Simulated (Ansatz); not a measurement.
Molecule: sum formula AlO2ClH2, net charge 0, singlet state. SMILES: [OH][Al]([OH])[Cl]
Coordinates optimised at B3LYP-D3(BJ)/def2-TZVP (Ansatz, a first-principles code):
```xyz
6

O      1.3400    -1.3884    -0.0862
Al    -0.0362    -0.4126    -0.0247
O     -1.5733    -1.1005    -0.0630
Cl     0.1071     1.6688     0.1001
H      2.2354    -1.0481    -0.0676
H     -1.7190    -2.0463    -0.1196
```

Computed values are from Ansatz. Valence correlation only, unless marked. UHF or UKS for open shells. Spin-orbit coupling is left out. Non-relativistic. Basis-set limits of correlation are two-point, X^-3; Hartree-Fock from the larger set (for Q and 5 zeta extrapolated as (X+1)exp(-9√X)).

Q: What is the atomisation energy De at CCSD(T)/CBS(cc-pV(Q+d)Z,cc-pV(5+d)Z)?

A: 553.4 kcal/mol.

Q: What is the total energy at CCSD(T)/CBS(cc-pV(Q+d)Z,cc-pV(5+d)Z)?

A: -853.5348 Eh.

Q: What is the vertical triplet-singlet gap at CCSD(T)/CBS(aug-cc-pV(T+d)Z,aug-cc-pV(Q+d)Z)?

A: 7.33 eV.

Q: What is the T1 diagnostic at CCSD/cc-pV(5+d)Z?

A: 0.010.

Q: What is the dipole moment at CCSD(T)/aug-cc-pV(D+d)Z?

A: 1.72 D.
